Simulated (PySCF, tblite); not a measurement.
C7H14BFO.
Atom-mapped SMILES: `[BH2:1][C@@:2]1([CH3:3])[C@@H:4]([O:5][CH2:6][CH3:7])[CH2:8][C@@H:9]1[F:10]` (hydrogens: H11, H12 on B1; H13, H14, H15 on C3; H16 on C4; H17, H18 on C6; H19, H20, H21 on C7; H22, H23 on C8; H24 on C9)

Geometry (GFN2-xTB, Å), atoms numbered from 1 in this order:
```
atom  x, y, z in Å
B1    -1.6630   -1.0156    1.0349
C2    -1.4561    0.1880    0.0304
C3    -2.1216    1.4976    0.4428
C4     0.0819    0.3044   -0.2185
O5     0.8419   -0.3720    0.7476
C6     2.2206   -0.0655    0.7614
C7     3.0003   -0.6346   -0.4211
C8    -0.1031   -0.3648   -1.5972
C9    -1.6162   -0.1819   -1.4670
F10   -2.0699    0.8614   -2.2454
H11   -1.6855   -2.1134    0.6392
H12   -1.7987   -0.7966    2.1717
H13   -3.2016    1.3717    0.4817
H14   -1.8958    2.2898   -0.2688
H15   -1.7703    1.7971    1.4266
H16    0.4147    1.3482   -0.3036
H17    2.5899   -0.4987    1.6947
H18    2.3560    1.0266    0.8028
H19    2.6904   -0.1667   -1.3519
H20    4.0616   -0.4514   -0.2756
H21    2.8347   -1.7064   -0.4954
H22    0.1915   -1.4104   -1.5907
H23    0.3420    0.1467   -2.4482
H24   -2.2557   -1.0337   -1.7093
```

Jobs on this species (24 atoms, 78 electrons) with PySCF (density fitting) and tblite. Hardware of each: an Arm Neoverse N1 with one thread (shared host). Other jobs ran on the host; a repeat could differ by tens of per cent or more.

```tsv
level and settings	work	basis functions	SCF cycles	wall time
PBE0/pcSseg-1	shieldings, ring-centre shieldings, charges and field gradients	240	?	?
GFN2-xTB	L-BFGS relaxation	–	–	2.6 s
GFN2-xTB	Hessian by finite differences	–	–	1.8 s
```

Question: Fill in the missing figures.

Answer: 
- PBE0/pcSseg-1; shieldings, ring-centre shieldings, charges and field gradients: 1.8 min, 14 SCF cycles

Question: What do all jobs in the table cost together?

Answer: About 1.9 min; the longest takes about 96 % of that, and about 60 times as long as the shortest.
